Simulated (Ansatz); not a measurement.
Program: Ansatz. Geometries: PBE0-D4/def2-TZVP. ΔE: electronic, gas phase. CBS: MP2 limit from def2 TZ/QZ plus the TZ coupled-cluster correction, frozen cores. DFT in def2-TZVPP. def2 core potentials past Kr. For Cd outer-core shells are correlated without core-valence functions, which leaves a few kJ/mol of doubt a bond. One conformer a species, not always the lowest.

`C[CH2][Cd][Cl]` + `N#CCF` → `[F][Cd][Cl]` + `CCCC#N`  (formal exchange of groups at a Cd–C bond)

`C[CH2][Cd][Cl]`:

```xyz
9

C     1.127    0.323   -0.362
C    -0.048    0.315    0.605
Cd   -1.713   -0.818   -0.033
Cl   -3.524   -2.049   -0.726
H     0.858    0.742   -1.335
H     1.951    0.929    0.031
H     1.523   -0.679   -0.539
H     0.244   -0.090    1.576
H    -0.418    1.328    0.783
```

`N#CCF`:

Cartesian coordinates in Å:
```
N -0.298 0.238 -2.098
C -0.134 0.115 -0.968
C 0.096 -0.013 0.468
F -0.588 -1.085 0.975
H -0.242 0.897 0.971
H 1.165 -0.151 0.652
```

`[F][Cd][Cl]`:

Cartesian coordinates in Å:
```
F -1.012 1.762 -0.140
Cd -0.054 0.093 -0.007
Cl 1.065 -1.856 0.147
```

`CCCC#N`:

Cartesian coordinates in Å:
```
C 1.045 0.260 1.191
C 0.121 -0.520 0.275
C -0.548 0.390 -0.756
C -1.440 -0.333 -1.647
N -2.140 -0.926 -2.340
H 1.518 -0.399 1.922
H 0.501 1.031 1.742
H 1.841 0.754 0.626
H 0.676 -1.302 -0.250
H -0.653 -1.026 0.857
H -1.127 1.173 -0.254
H 0.207 0.897 -1.364
```

CCSD(T)/CBS gives -1.36 eV.

Q: Another level gave -1.47 eV. Which?
A. HF/def2-TZVPP
B. ωB97X-V/def2-TZVPP
C. PBE/def2-TZVPP
D. r2SCANh/def2-TZVPP

A: A. HF/def2-TZVPP -1.47, r2SCANh -1.28, ωB97X-V -1.34, PBE -1.17 eV.

Largest T1 diagnostic among the species: 0.015.

In def2-TZVPP, CCSD(T) changes the Hartree–Fock value by +0.26 eV (the triples alone add +0.04 eV) and MP2 by +0.30 eV. Leaving LDA and LC-ωPBE aside and taking each functional with its dispersion term where it has one, the values, not all of them listed here, spread over 0.18 eV, from B97M-V to PBE-D4. LDA lies +0.07 eV from PBE without D4. From BLYP to BHLYP (50 % exact exchange), in def2-TZVPP and without D4, ΔE moves by −0.16 eV.
